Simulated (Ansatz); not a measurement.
Basis-set series for C3H7F2In, SMILES `C[CH](C)[In]([F])[F]`. The species carries charge 0 and has multiplicity 1. In takes the def2 core potential. All single points use the PBE0-D4/def2-TZVP geometry. It is one conformer, not always the lowest.

```
functional       basis  functions  energy (Eh)  HOMO (eV)  LUMO (eV)
   PBE0-D4    def2-SVP        131   -507.82459      -8.14      -1.44
   PBE0-D4  def2-TZVPP        303   -508.21982      -8.21      -1.65
   ωB97M-V    def2-SVP        131   -507.97160     -10.26       0.48
   ωB97M-V  def2-TZVPP        303   -508.38109     -10.35       0.15
```

Question: Give the rows for def2-QZVPP. (An estimate is asked.)

Answer: Ansatz gave: 
```json
{"functional": "PBE0-D4", "basis": "def2-QZVPP", "functions": "577", "energy (Eh)": "-508.24043", "HOMO (eV)": "-8.23", "LUMO (eV)": "-1.72"}
{"functional": "ωB97M-V", "basis": "def2-QZVPP", "functions": "577", "energy (Eh)": "-508.40102", "HOMO (eV)": "-10.37", "LUMO (eV)": "-0.05"}
```

Positive LUMOs are unbound and depend on the basis.
